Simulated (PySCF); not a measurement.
H6Ge2Se, SMILES [GeH3][Se][GeH3], PBE0/def2-SVP optimised geometry.

```
9

Se    -1.32     0.16    -1.98
Ge    -0.50     1.15     0.00
H     -1.04     2.59     0.00
H     -1.01     0.38     1.23
H      1.04     1.15     0.00
Ge    -0.32    -1.95    -1.64
H     -0.72    -2.80    -2.86
H      1.21    -1.81    -1.56
H     -0.85    -2.59    -0.34
```

Density from PBE0/def2-TZVP (PySCF) at that geometry.

Minimum of the electron density along straight lines between bonded atoms, close to the bond critical point (lines longer than 1.1 times the sum of covalent radii, or with two minima, are not listed):

| bond | length / Å | ρ at the minimum / e bohr⁻³ | ∇²ρ there / e bohr⁻⁵ | position (fraction from the first atom) |
|---|---|---|---|---|
| Se1–Ge2 | 2.359 | 0.091 | -0.01 | 0.56 |
| Ge2–H3 | 1.536 | 0.134 | 0.05 | 0.59 |
| Ge2–H4 | 1.540 | 0.133 | 0.05 | 0.59 |
| Ge2–H5 | 1.540 | 0.133 | 0.05 | 0.59 |
| Se1–Ge6 | 2.359 | 0.091 | -0.01 | 0.56 |
| Ge6–H7 | 1.536 | 0.134 | 0.05 | 0.59 |
| Ge6–H8 | 1.540 | 0.133 | 0.05 | 0.59 |
| Ge6–H9 | 1.540 | 0.133 | 0.05 | 0.59 |
